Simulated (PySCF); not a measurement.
## Nb: excitation energy

Nb [Kr] 4d4 5s1 (6D) → Nb [Kr] 4d3 5s1 6s1 (6F), as a difference of total energies. Computed with PySCF 2.14 in aug-cc-pVDZ-PP with ECP28MDF (5s5p4d2f, 54 functions), with scalar relativity through the core potential. Correlated levels: valence: 4s2 4p6 frozen. The calculations carry no spin-orbit coupling.

| method | excitation energy (eV) |
| --- | --- |
| UHF | 3.966 |
| MP2 (valence) | 4.460 |
| SCS-MP2 (valence) | 4.130 |
| CCSD (valence) | 4.508 |
| CCSD(T) (valence) | 4.523 |

Q: How much does correlation contribute at CCSD(T) (valence)?

A: 4.523 − (3.966) = 0.557 eV, measured against UHF.

The promoted electron is Rydberg-like, and one or two diffuse shells describe it only roughly, which tends to raise the upper state.
